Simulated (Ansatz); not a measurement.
A nudged elastic band was laid between two geometries of ClGeH3 + H2S (8 atoms, charge 0, multiplicity 1).

Method: Ansatz, RKS PBE/def2-SVP.

```json
{
 "movable images": "5",
 "climbing image": "yes",
 "spring": "5.0 eV/Å²",
 "optimiser": "quadratic models (default)",
 "start path": "through a guess of the saddle point",
 "force threshold": "0.05 eV/Å",
 "iteration limit": "60",
 "end points": "relaxed"
}
```

Initial state:

```xyz
8
Properties=species:S:1:pos:R:3
Ge -0.132 -0.411 -0.142
H 0.293 -0.816 1.286
H 1.066 -0.032 -1.039
Cl -1.415 1.364 0.036
H -1.017 -1.500 -0.799
S 2.000 2.429 1.463
H 1.571 2.059 2.701
H 0.715 2.559 1.019
```

Final state:

```xyz
8
Properties=species:S:1:pos:R:3
Ge -0.571 0.614 -0.282
H 3.063 -0.484 2.292
H 0.742 0.293 -1.037
Cl -1.721 1.940 -1.584
H -1.448 -0.622 0.028
S -0.151 1.578 1.693
H 0.773 2.439 1.179
H 2.394 -0.107 2.237
```

(1) What changes between the two ends?

(2) What energy profile does the band end with?

(3) What is the geometry of the highest image?

Answers

(1) Bonds broken: Ge1–H2, S6–H8. Bonds formed: Ge1–S6, H2–H8. ClGeH3 + H2S becomes ClGeH3S + H2.

(2) It converged. The highest image is number 3 of 0 to 6, 1.86 eV above the first end and 2.03 eV above the last; the last end lies 0.18 eV below the first. Beside the main top the profile has a ripple of under 15 meV (maxima at images 1, 3), which may be a very shallow well or noise. Neighbouring images differ by up to 1.9 eV, so the band resolves the path poorly. A vibrational analysis at the climbing image gives one clearly imaginary mode, 1083i cm⁻¹: a first-order saddle point. The orbitals stay closed-shell, which can raise the energy where a bond breaks towards radicals; this wasn't checked here.

```csv
image,path coordinate (Å),energy (eV),Ge1–H2 (Å),S6–H8 (Å),Ge1–S6 (Å)
0,0.00,0.00,1.54,1.37,3.90
1,2.47,0.11,1.55,1.36,3.88
2,4.94,0.09,1.55,1.36,4.18
3,7.40,1.86,1.78,1.56,2.63
4,8.80,-0.03,2.83,2.54,2.26
5,10.19,-0.17,4.05,3.05,2.24
6,11.58,-0.18,4.59,3.10,2.24
```

(3) 
```xyz
8
Properties=species:S:1:pos:R:3
Ge 0.061 0.249 -0.021
H 0.988 -0.491 1.313
H 1.152 -0.255 -1.005
Cl -0.762 1.881 -1.333
H -1.202 -0.568 0.335
S 0.384 1.963 1.942
H 1.559 2.386 1.395
H 0.899 0.487 1.900
```

Run time: 56 s on 2 threads of AMD EPYC 9R45 96-Core Processor (Zen 5) (shared host), peak memory 0.16 GiB.
